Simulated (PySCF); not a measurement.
ClSe, charge +1, singlet, at a GFN2-xTB geometry. Base run: WB97X/def2-SVP (PySCF).

Geometry (Å):
```xyz
2

Se     0.0000     0.0000    -0.6793
Cl     0.0000     0.0000     1.3586
```
Charge +1, spin multiplicity 1.
All else is at PySCF's defaults.
Base energy -2860.92450 Eh.

The base run was repeated with changes; each row names its change, and settings that it needs were set with it.

| change | ΔE vs base (µEh) | grid points | electrons on the grid | outcome |
|---|---|---|---|---|
| base | 0.0 | 39304 | 50.00000 | converged |
| small_rho_cutoff = 0 | 0.0 | 39304 | 50.00000 | converged |
| grids.level = 2 | 41.8 | 24824 | 50.00000 | converged |
| grids.level = 5 | 4.5 | 87784 | 50.00000 | converged |
| grids.atom_grid = (150, 974) | 4.1 | 144160 | 50.00000 | converged |
| grids.atom_grid = (99, 590) | 4.5 | 58200 | 50.00000 | converged |
| grids.radi_method = delley | 2.9 | 40568 | 50.00000 | converged |
| grids.radi_method = mura_knowles | 5.7 | 36896 | 50.00000 | converged |
| grids.prune = dft.gen_grid.sg1_prune | - | - | - | input refused |
| grids.level = 4 | 4.8 | 58880 | 50.00000 | converged |
| grids.radi_method = gauss_chebyshev | -17.9 | 39104 | 50.00000 | converged |

- grids.prune = dft.gen_grid.sg1_prune: ended with `IndexError: index 34 is out of bounds for axis 0 with size 19`
